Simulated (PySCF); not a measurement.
C5H5ClF2O (charge +1 and doublet state).
Geometry (GFN2-xTB, Å), atoms numbered from 1 in this order:
```
atom  x, y, z in Å
O1    -1.347   -0.485   -2.279
C2    -1.054   -0.350   -1.192
C3    -0.692   -0.247    0.096
C4    -1.421    0.611    1.056
Cl5   -2.814    1.488    0.391
C6     0.594   -0.902    0.514
C7     1.767    0.098    0.332
F8     1.827    0.495   -0.947
F9     1.532    1.195    1.077
H10   -1.773    0.026    1.919
H11   -0.726    1.363    1.473
H12    0.814   -1.781   -0.094
H13    0.555   -1.180    1.568
H14    2.736   -0.333    0.625
```

The hyperfine couplings belong to this conformer and change with its torsions.

Identity: `O=[C+][C](CCl)CC(F)F` [radical] (charge +1).

Level of theory: UKS B3LYP, pcH-1 on C Cl F H O, non-relativistic, mean-field spin-orbit, GIAO in PySCF. The structure is a single GFN2-xTB conformer in the gas phase; no vibrational or solvent corrections. The geometry wasn't refined by DFT: couplings that depend on bond lengths, twists or pyramidal angles can differ widely from those at the functional's own minimum, by a factor of two or more for some ions and for spin on atoms past the first row. No stability test was run, so a lower SCF solution isn't excluded.

(1) What is the g tensor, term by term?

(2) What are the electron Larmor frequencies g μB B/h along the three axes at 1200 mT?

(3) How much does each term add to the isotropic shift?

(4) At 9.661 GHz, how far is the centre of the isotropic spectrum from where a free electron (g = 2.002319) resonates?

(5) In a frozen sample, at which fields do the three g values resonate at 9.5, 34, 94 and 263 GHz (hyperfine left aside), and which band first spreads them over more than twice a line width of 0.3 mT?

Answers

(1) 
| Δg (ppt) | 1 | 2 | 3 |
| --- | --- | --- | --- |
| relativistic mass correction | -0.20 | -0.20 | -0.20 |
| gauge correction | 0.00 | 0.04 | 0.03 |
| orbital Zeeman/spin–orbit | -0.09 | 3.76 | 5.34 |
| total | -0.30 | 3.60 | 5.17 |

So g = 2.00202, 2.00592, 2.00749 and g_iso = 2.00515; the tensor is rhombic: the two nearest values differ by 29 % of g3 − g1. 

(2) 33.6250, 33.6905, 33.7168 GHz for g1, g2 and g3, a range of 91.8 MHz.

(3) The orbital-Zeeman/spin–orbit term 3.00, the mass correction -0.20 and the gauge correction 0.02 ppt, for a total of 2.83 ppt. The orbital-Zeeman/spin–orbit term is the largest in size. The mass correction is the same along every axis, so the anisotropy comes from the other two: their spans along these axes are 0.04 (gauge) and 5.43 ppt (orbital Zeeman/spin–orbit).

(4) B = hν/(g μB) with μB/h = 13.99624 MHz/mT gives 344.73 mT for the free electron and 344.24 mT at g_iso, 0.49 mT lower.

(5) 
| band | GHz | B(g3) mT | B(g2) mT | B(g1) mT | spread mT |
| --- | --- | --- | --- | --- | --- |
| X | 9.5 | 338.11 | 338.37 | 339.03 | 0.92 |
| Q | 34.0 | 1210.08 | 1211.02 | 1213.38 | 3.30 |
| W | 94.0 | 3345.51 | 3348.13 | 3354.65 | 9.14 |
| J | 263.0 | 9360.32 | 9367.63 | 9385.88 | 25.56 |

The spread grows in proportion to the frequency. X band is the first where it exceeds 0.6 mT.

The Mulliken spin populations are largest on C3 (+0.59) and O1 (+0.23). The angles at C3 add up to 359.6°, so it is planar.

The HOMO–LUMO gaps are 5.14 eV among the α and 2.21 eV among the β orbitals.
